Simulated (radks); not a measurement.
Results of a calculation; reference values are marked as such.
Task: The potassium ion K4+, [Ne] 3s2 3p3. Level of theory: non-relativistic Kohn-Sham, r2SCAN, spin-polarised, spherical densities, point nucleus; meta-GGA in the generalised Kohn-Sham scheme (a radial shooting solver on a logarithmic mesh with Libxc functionals). Every spin shell is full or empty, so the densities are truly spherical. Functionals are evaluated on that one density, not self-consistently. Rank these exchange functionals by their error against the exact value of the orbitals, and give that value: LDA, B88, RPBE, PW91, OPTX, TPSS, r2SCAN, MS2, TASK.

Result: Exact: -31.1579 hartree. From best to worst, with 100 (|E| - |E exact|)/|E exact| (equal figures are ties): r2SCAN -0.02, MS2 +0.03, B88 -0.04, RPBE -0.05, OPTX +0.11, TPSS +0.15, PW91 -0.17, TASK -2.97, LDA -7.75.
